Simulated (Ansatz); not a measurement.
The Ansatz (an electronic-structure program) input:
Ansatz 0.2 input:
```yaml
crystal:
  periodic: [false, false, false]
  atoms:
    - {symbol: C, position_ang: [-1.19243168, -0.16784419, 0.12828578]}
    - {symbol: Si, position_ang: [0.66435470, 0.08504505, -0.14296576]}
    - {symbol: H, position_ang: [-1.77784666, 0.57243506, -0.41016203]}
    - {symbol: H, position_ang: [-1.51335466, -1.15062903, -0.20606812]}
    - {symbol: H, position_ang: [-1.44525161, -0.08155527, 1.18441817]}
    - {symbol: H, position_ang: [1.11180308, 1.43180120, 0.19041623]}
    - {symbol: H, position_ang: [1.47827415, -0.95561745, 0.47320178]}
basis:
  gaussian:
    orbitals: aug-pcseg-1.json
hamiltonian:
  xc: {name: SVWN5}
magnetization: {spin_polarized: true, initial_magnetization: 1}
```
The basis file holds aug-pcseg-1 in the JSON format of the Basis Set Exchange.

### Question
What total energy does Ansatz with SVWN5/aug-pcseg-1 give?

### Answer
-328.9632 Eh

### Question
What <S^2> does SVWN5/aug-pcseg-1 give?

### Answer
0.751

### Question
What number of basis functions does SVWN5/aug-pcseg-1 give?

### Answer
95
